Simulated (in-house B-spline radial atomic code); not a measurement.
## Zn⁺: [Ar] 3d10 4s1

Method: Dirac-Kohn-Sham LC-wPBE, spherical fractional occupations, Fermi nucleus of rms radius 3.9283 fm. Calculated with a B-spline radial code for spherical atoms.

Effective charges: Z_r = [3n² - l(l+1)]/(2<r>) from the radius, Z_e = n√(-2ε) from the energy, and Slater's rules. Values are occupation-weighted means over j.

| shell | electrons | ε (eV) | <r> (bohr) | Z_r | Z_e | Slater |
| --- | --- | --- | --- | --- | --- | --- |
| 1s | 2 | -9539.2 | 0.0503 | 29.82 | 26.48 | 29.70 |
| 2s | 2 | -1173.4 | 0.2259 | 26.56 | 18.57 | 25.85 |
| 2p | 6 | -1019.1 | 0.1982 | 25.23 | 17.31 | 25.85 |
| 3s | 2 | -145.09 | 0.6816 | 19.81 | 9.80 | 18.75 |
| 3p | 6 | -99.188 | 0.715 | 17.48 | 8.10 | 18.75 |
| 3d | 10 | -25.205 | 0.8927 | 11.76 | 4.08 | 8.85 |
| 4s | 1 | -13.622 | 2.478 | 9.68 | 4.00 | 4.70 |

The least bound orbital is 4s1/2 at -13.62 eV, and it is also the most diffuse (<r> = 2.478 bohr).

Spin-orbit splittings of the orbital energies (j = l + 1/2 above j = l - 1/2 when positive): 2p 23.87 eV, 3p 3.054 eV, 3d 0.3633 eV.

For the 1s electron the small component carries 1.17 % of the norm, the zero-frequency Breit interaction raises the level by 13.18 eV, self-energy by 6.739 eV, and vacuum polarisation lowers it by 0.6247 eV.

Caution: exact exchange at fractional occupations of open shells leaves self-interaction of up to several eV.
